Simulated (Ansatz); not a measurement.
Cost and result up the ladder for (KI)4 ring (K4I4) (8 atoms). Charge 0, multiplicity 1. Geometry: r2SCAN-D4/def2-SVP.

```xyz
8

I     0.564    1.522    1.902
I     0.811   -5.166    1.260
I    -0.612   -1.524   -1.882
I    -0.770    5.166   -1.278
K     0.392    4.832    1.737
K     0.621   -1.831    1.361
K    -0.344   -4.828   -1.757
K    -0.662    1.828   -1.344
```

Ansatz on 4 threads of Intel Xeon Platinum 8259CL on a shared host. Times are rough, and most runs start from the orbitals of an earlier one. PBE0-D4/def2-TZVP serves as the yardstick here, not as an exact answer. Differences are given only for rows in sets of like size (and for xTB, whose basis is part of the method), since another set adds its own error. Binding counts from free atoms at the same level (I doublet, K doublet; other spins of the atoms weren't run), without zero-point energy or a counterpoise term.

In the def2 sets I takes a core potential; there is no spin–orbit coupling. Correlated methods freeze 36 core orbitals; core or outer-core shells of I, K are correlated, in sets that lack core-valence functions. Another isomer (singlet) lies 0.83 eV lower at PBE0-D4/def2-TZVP; other spin states weren't run for this one.

Correlated methods converge slowly with the basis.

| level | functions | wall time |
| --- | --- | --- |
| PBE-D4/def2-SVP | 200 | 3.8 s |
| BLYP-D4/def2-TZVP | 332 | 7.5 s |
| PBE0-D4/def2-SVP | 200 | 8 s |
| PBE-D4/def2-TZVP (with forces) | 332 | 9 s |
| r2SCAN-D4/def2-TZVP | 332 | 14 s |
| PBE0-D4/def2-TZVP | 332 | 21 s |
| MP2/def2-TZVP | 332 | 22 s |
| BHLYP-D4/def2-TZVP | 332 | 25 s |
| RPA@PBE/def2-TZVP | 332 | 30 s |
| r2SCANh-D4/def2-TZVP | 332 | 31 s |

Task: Estimate what each level gives for the binding energy per atom (eV).

Result: 
| level | binding energy per atom (eV) | difference from PBE0-D4/def2-TZVP (eV) |
| --- | --- | --- |
| PBE-D4/def2-SVP | 2.26 | – |
| BLYP-D4/def2-TZVP | 2.17 | -0.11 |
| PBE0-D4/def2-SVP | 2.29 | – |
| PBE-D4/def2-TZVP (with forces) | 2.25 | -0.03 |
| r2SCAN-D4/def2-TZVP | 2.32 | 0.05 |
| PBE0-D4/def2-TZVP | 2.28 | 0.00 |
| MP2/def2-TZVP | 2.32 | 0.04 |
| BHLYP-D4/def2-TZVP | 2.27 | 0.00 |
| RPA@PBE/def2-TZVP | 2.01 | -0.27 |
| r2SCANh-D4/def2-TZVP | 2.32 | 0.04 |
